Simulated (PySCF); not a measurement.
A calculated (B3LYP, PySCF 2.14, def2-SVP, the non-relativistic Hamiltonian (point nucleus)) atom or ion has these occupied shells.

```
shell  electrons  orbital energy (eV)  rms radius, mean of both spins (bohr)
 1s α          1              -4875.5                                 0.0813
 1s β          1              -4875.4                                 0.0813
 2s α          1              -549.61                                  0.355
 2s β          1              -548.97                                  0.355
 2p α          3              -460.28                                  0.322
 2p β          3              -459.75                                  0.322
 3s α          1              -73.628                                   1.09
 3s β          1              -71.510                                   1.09
 3p α          3              -49.477                                   1.19
 3p β          3              -47.268                                   1.19
 3d α          2              -14.394                                   1.63
 4s α          1              -11.296                                   3.52
```

(1) Name the element and its charge.

Results:

(1) Ti⁺ (titanium, charge +1), in [Ar] 3d2 4s1, high-spin 4F determinant.
